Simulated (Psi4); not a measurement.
diisopropylamine (C₆H₁₅N), singlet, at a GFN2-xTB geometry. Base run: HF/STO-3G (Psi4 1.11).

Input for Psi4:
```
memory 2 GB

molecule {
0 1
C     1.99301264    0.80453849    0.64558095
C     1.21219436   -0.32879719   -0.03414266
C     2.01273561   -0.89318156   -1.20739154
N    -0.09105100    0.08325417   -0.52651874
C    -1.15470893    0.20840754    0.46053730
C    -2.19506372    1.20678600   -0.03871799
C    -1.80052341   -1.16262615    0.67318905
H     2.19839145    1.59918370   -0.07035599
H     1.42482268    1.22429216    1.47342037
H     2.93906202    0.43554972    1.03346573
H     1.04721845   -1.12996469    0.69455806
H     1.45122733   -1.68988794   -1.68658645
H     2.96641490   -1.28661032   -0.86508596
H     2.20025378   -0.11415364   -1.94302064
H     0.00808601    0.94512869   -1.05244826
H    -0.76874528    0.56570221    1.43323849
H    -2.57361833    0.89023169   -1.00773672
H    -1.75934242    2.19931896   -0.14137405
H    -3.02677672    1.26815577    0.65863173
H    -1.06825888   -1.88166769    1.03002825
H    -2.60319997   -1.09484972    1.40321924
H    -2.20405744   -1.52397109   -0.26865331
}

set {
  basis sto-3g
  stability_analysis check
  scf_type pk
}

energy('scf')
print_variables()
```

The bond that is stretched is that between atoms 14 and 3. A test that says stable can miss a lower solution.

Each row names what was changed in the base input (with any setting that the change needs).

```tsv
change	ΔE vs base (kcal/mol)	<S^2>
base	0.000	0.000
stability_analysis = follow; reference = uhf	0.000	0.000
bond × 1.25	27.05	0.000
stability_analysis = follow; reference = uhf; bond × 1.25	27.05	0.000
bond × 1.5	76.7	0.000
stability_analysis = follow; reference = uhf; bond × 1.5	75.3	0.196
bond × 1.8	137.3	0.000
stability_analysis = follow; reference = uhf; bond × 1.8	103.9	0.750
bond × 2.2	202.2	0.000
stability_analysis = follow; reference = uhf; bond × 2.2	113.8	0.954
bond × 3.0	272.5	0.000
stability_analysis = follow; reference = uhf; bond × 3.0	116.3	1.007
```

Psi4 reported an instability in these rows: stability_analysis = follow; reference = uhf; bond × 1.5; stability_analysis = follow; reference = uhf; bond × 1.8; stability_analysis = follow; reference = uhf; bond × 2.2; stability_analysis = follow; reference = uhf; bond × 3.0 (restricted rows aren't judged here).

Where a bond breaks into two radicals, a solution with restricted orbitals usually stops being the lowest and lies too high; an unrestricted one lies lower at the price of spin contamination, which <S^2> shows.
